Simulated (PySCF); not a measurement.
# Working out the ionisation energy of Au

Au [Xe] 4f14 5d10 6s1 (2S) → Au+ [Xe] 4f14 5d10 (1S). Computed with PySCF 2.14 in def2-TZVP with the def2 core potential (60 electrons), with scalar relativity through the core potential. Frozen: 5s2 5p6. Energies in hartree (1 hartree = 27.21139 eV):

```tsv
part	Au (lower)	Au+ (upper)
UHF	-134.789816	-134.507447
CCSD correlation	-0.264638	-0.226846
(T)	-0.004563	-0.003526
```

What does Hartree-Fock give?

(-134.507447) − (-134.789816) = 0.282369 hartree = 7.684 eV.

What do CCSD and CCSD(T) give?

The CCSD correlation energies differ by 0.037792 hartree = 1.028 eV and the triples by 0.001037 hartree = 0.028 eV, so CCSD gives 8.712 eV and CCSD(T) 8.740 eV.

Measured between the centres of the two terms (NIST): 9.226 eV, so CCSD(T) (valence) is off by -0.486 eV.

What remains against the reference includes basis incompleteness, the frozen core and higher excitations.
